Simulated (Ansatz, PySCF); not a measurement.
C4H8OSi, SMILES [SiH2]1CO/C1=C/C. Atoms are numbered in the order given.

```xyz
14

C      2.5830     0.5111     0.4614
C      1.6494    -0.3371    -0.3536
C      0.3205    -0.2563    -0.2647
O     -0.5637    -1.0303    -1.0081
C     -1.8678    -0.5828    -0.5640
Si    -1.0520     0.6625     0.6371
H      2.0277     1.1925     1.1268
H      3.2344     1.1271    -0.1816
H      3.2449    -0.1073     1.0912
H      2.0774    -1.0608    -1.0589
H     -2.4340    -1.4198    -0.1231
H     -2.4440    -0.1723    -1.4096
H     -1.2329     2.1151     0.3572
H     -1.2191     0.4261     2.0990
```
Charge 0, spin multiplicity 1.

Geometry optimised at ωB97X-D3(BJ)/def2-SVP. The structure was generated by enumeration; whether it is a known compound was not checked.

Two levels are set side by side: PBE-D3(BJ)/def2-SVP (Ansatz, a first-principles code) and ωB97X-D3(BJ)/def2-SVP (PySCF). Each level has its own optimised geometry; the coordinates shown are those of the second. Frequencies come from the Hessian of PySCF at each geometry. Differences are taken from unrounded values.

| quantity | ωB97X-D3(BJ) | PBE-D3(BJ) | PBE-D3(BJ) minus ωB97X-D3(BJ) |
|---|---|---|---|
| mean bond length (Å) | 1.362 | 1.371 | 0.009 |
| bond C1–C2 (Å) | 1.502 | 1.498 | -0.004 |
| bond C2–C3 (Å) | 1.334 | 1.348 | 0.014 |
| bond C3–O4 (Å) | 1.390 | 1.397 | 0.007 |
| bond C3–Si6 (Å) | 1.882 | 1.891 | 0.009 |
| bond O4–C5 (Å) | 1.449 | 1.458 | 0.010 |
| bond C5–Si6 (Å) | 1.913 | 1.927 | 0.015 |
| bond C1–H7 (Å) | 1.103 | 1.110 | 0.008 |
| bond C1–H8 (Å) | 1.103 | 1.112 | 0.009 |
| bond C1–H9 (Å) | 1.103 | 1.112 | 0.009 |
| bond C2–H10 (Å) | 1.097 | 1.105 | 0.008 |
| bond C5–H11 (Å) | 1.102 | 1.111 | 0.008 |
| bond C5–H12 (Å) | 1.103 | 1.111 | 0.008 |
| bond Si6–H13 (Å) | 1.490 | 1.505 | 0.015 |
| bond Si6–H14 (Å) | 1.490 | 1.505 | 0.015 |
| highest harmonic wavenumber (cm⁻¹) | 3186 | 3077 | -108 |
| mean harmonic wavenumber (cm⁻¹) | 1334 | 1275 | -59 |
| zero-point energy (kcal/mol) | 68.66 | 65.60 | -3.06 |

GGA bonds tend to be longer and softer than those of functionals with exact exchange. Differences between two approximate levels are no errors against the true value.
